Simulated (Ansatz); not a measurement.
A run of Ansatz (development build ahead of 0.2.0) on singlet H16 at this shape:

```yaml
atoms:
  - { symbol: H, position_ang: [-1.2079, -1.2076, -0.7877] }
  - { symbol: H, position_ang: [-1.0974, -1.1019, -1.5476] }
  - { symbol: H, position_ang: [-1.0961, -1.1464, 1.5622] }
  - { symbol: H, position_ang: [-1.1004, -1.1501, 0.8216] }
  - { symbol: H, position_ang: [-1.1402, 1.1031, -0.7282] }
  - { symbol: H, position_ang: [-1.1732, 1.1120, -1.5783] }
  - { symbol: H, position_ang: [-1.1697, 1.1113, 1.5102] }
  - { symbol: H, position_ang: [-1.1621, 1.1420, 0.7723] }
  - { symbol: H, position_ang: [1.1684, -1.1751, -0.8324] }
  - { symbol: H, position_ang: [1.0961, -1.1478, -1.5356] }
  - { symbol: H, position_ang: [1.1404, -1.1711, 1.5386] }
  - { symbol: H, position_ang: [1.1018, -1.0984, 0.8221] }
  - { symbol: H, position_ang: [1.1802, 1.1041, -0.7250] }
  - { symbol: H, position_ang: [1.1270, 1.1972, -1.4944] }
  - { symbol: H, position_ang: [1.1692, 1.1685, 1.5326] }
  - { symbol: H, position_ang: [1.1200, 1.1129, 0.8213] }
```

Its results:

```yaml
Converged: yes
Reference_energy: -8.94614 hartree
Correlation_energy: -0.22806 hartree
Total_energy: -9.17419 hartree
Spin_squared_of_the_determinant: 0.000
```

**Question.** Which input gives this output? Name the method, the orbitals and the basis set, and write the input.

**Answer.** RHF-MP2 in cc-pVDZ. An unrestricted run that stays on the closed shell gives the same numbers.

```yaml
crystal:
  periodic: [false, false, false]
  atoms:
    - { symbol: H, position_ang: [-1.20794, -1.2076, -0.78768] }
    - { symbol: H, position_ang: [-1.09739, -1.10193, -1.54764] }
    - { symbol: H, position_ang: [-1.09609, -1.14638, 1.56225] }
    - { symbol: H, position_ang: [-1.1004, -1.15005, 0.82158] }
    - { symbol: H, position_ang: [-1.14024, 1.10312, -0.72823] }
    - { symbol: H, position_ang: [-1.17324, 1.11202, -1.57833] }
    - { symbol: H, position_ang: [-1.16967, 1.11132, 1.51019] }
    - { symbol: H, position_ang: [-1.16213, 1.14201, 0.77235] }
    - { symbol: H, position_ang: [1.16843, -1.17513, -0.8324] }
    - { symbol: H, position_ang: [1.09607, -1.14782, -1.53559] }
    - { symbol: H, position_ang: [1.14044, -1.17111, 1.53858] }
    - { symbol: H, position_ang: [1.10184, -1.09836, 0.82211] }
    - { symbol: H, position_ang: [1.18021, 1.1041, -0.72503] }
    - { symbol: H, position_ang: [1.12701, 1.19717, -1.49442] }
    - { symbol: H, position_ang: [1.16919, 1.16846, 1.53262] }
    - { symbol: H, position_ang: [1.11996, 1.1129, 0.82129] }
basis:
  gaussian: { orbitals: cc-pVDZ }
hamiltonian:
  xc: hf
correlation:
  method: mp2
  frozen_orbitals: { H: 0 }
```

Caution: bonds are stretched, where a single reference can fail; stretched shape with no unrestricted run beside it, a lower state can exist.
